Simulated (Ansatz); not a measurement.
Start from `BO/C(F)=C/C` and change one atom or group to get `C/C=C\F`.

Ansatz, PBE0-D4/def2-TZVP geometries, multiplicity 1. Each molecule was computed in one conformer, which needn't be the lowest.

```csv
property,`BO/C(F)=C/C`
LUMO energy (PBE/def2-TZVPP) / eV,-1.93
LUMO energy (ωB97M-V/def2-TZVPP) / eV,0.92
HOMO–LUMO gap (ωB97M-V/def2-TZVPP) / eV,10.12
HOMO–LUMO gap (PBE0/def2-TZVPP) / eV,6.04
HOMO–LUMO gap (B3LYP/def2-TZVPP) / eV,5.61
HOMO energy (B3LYP/def2-TZVPP) / eV,-6.82
```

Q: Give the same properties after the change, and the shifts. (Estimate.)

A: Computed: 
```csv
property,`C/C=C\F`,shift
LUMO energy (PBE/def2-TZVPP) / eV,-0.40,1.53
LUMO energy (ωB97M-V/def2-TZVPP) / eV,2.79,1.87
HOMO–LUMO gap (ωB97M-V/def2-TZVPP) / eV,12.29,2.17
HOMO–LUMO gap (PBE0/def2-TZVPP) / eV,7.87,1.83
HOMO–LUMO gap (B3LYP/def2-TZVPP) / eV,7.39,1.78
HOMO energy (B3LYP/def2-TZVPP) / eV,-7.03,-0.21
```

With PBE0 the HOMO falls by 0.22 eV and the LUMO rises by 1.60 eV, so the gap widens by about 1.82 eV. PBE moves the HOMO by -0.10 eV and ωB97M-V by -0.30 eV.

B3LYP here is the variant with VWN-RPA as its local correlation; programs differ in this.
